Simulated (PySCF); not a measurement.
**Ta³¹⁺: ionisation energy**

Ta³¹⁺ [Kr] 4d6 [4d3/2^4 4d5/2^2, M_J = 4] → Ta³²⁺ [Kr] 4d5 [4d3/2^4 4d5/2^1, M_J = 5/2], as a difference of total energies. Computed with PySCF 2.14 in an even-tempered Gaussian basis (17 s from 2.9 bohr⁻², ratio 2.8; 14 p from 3.8 bohr⁻², ratio 2.8; 9 d from 3.8 bohr⁻², ratio 2.8; 3 f from 16 bohr⁻², ratio 3), with the two-component X2C-1e Hamiltonian. Correlated levels: [Ar] 3d10 frozen; the 92 highest virtual spinors dropped. "Screened" scales the spin-orbit matrix elements by Boettger's factors to mimic the two-electron term; Breit and QED terms are absent.

| method | ionisation energy (eV) |
| --- | --- |
| GHF (spin-free) | 1260.3 |
| GMP2 (spin-free) | 1260.8 |
| GHF (screened spin-orbit) | 1261.4 |
| GMP2 (screened spin-orbit) | 1261.3 |

Breit and QED terms and the two-electron picture change are absent.

The spin-free rows relax to the high-spin LS determinant and lack the spin-orbit shift.

The labels give the starting determinants; with spin-orbit coupling the two ends relaxed to ⟨J²⟩ = 20.02, ⟨L²⟩ = 11.34, ⟨S²⟩ = 3.45 and ⟨J²⟩ = 8.75, ⟨L²⟩ = 4.56, ⟨S²⟩ = 3.67.

For comparison: 1262 ± 4 eV (theoretical estimate listed by NIST; NIST Atomic Spectra Database, ionization energies).
